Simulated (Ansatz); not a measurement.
Consider the substitution at a C–C bond: `Cc1ccc(C)cc1` + H–F → `Cc1ccc(F)cc1` + CH₄.

Gas-phase electronic energies from Ansatz, PBE0-D4/def2-TZVP geometries. CBS: MP2 limit from def2 TZ/QZ plus the TZ coupled-cluster correction, frozen cores. This one scheme is used for every species. Functionals use def2-TZVPP. B3LYP here is the variant with VWN-RPA as its local correlation; programs differ in this.

```tsv
level	ΔE (eV)
B3LYP-D4	0.21
RPA@PBE/def2-TZVPP	0.30
```

Question: What does CCSD(T)/CBS give? (Estimate.)

Answer: The calculation gave: +0.40 eV. The listed levels differ from it by -0.19, -0.10 eV.

Largest T1 diagnostic among the species: 0.011.

At CCSD(T), def2-SVP lies −0.17 eV from the extrapolated value and def2-TZVPP −0.05 eV. From r2SCAN to r2SCAN0 (25 % exact exchange), in def2-TZVPP and without D4, ΔE moves by +0.07 eV. Leaving LDA and LC-ωPBE aside and taking each functional with its dispersion term where it has one, the values, not all of them listed here, spread over 0.21 eV, from B97M-V to PBE-QIDH. LDA lies +0.05 eV from PBE without D4.

CCSD(T)/CBS has its own doubt, a few kJ/mol and more with outer-core shells, so smaller differences from it don't rank the levels.
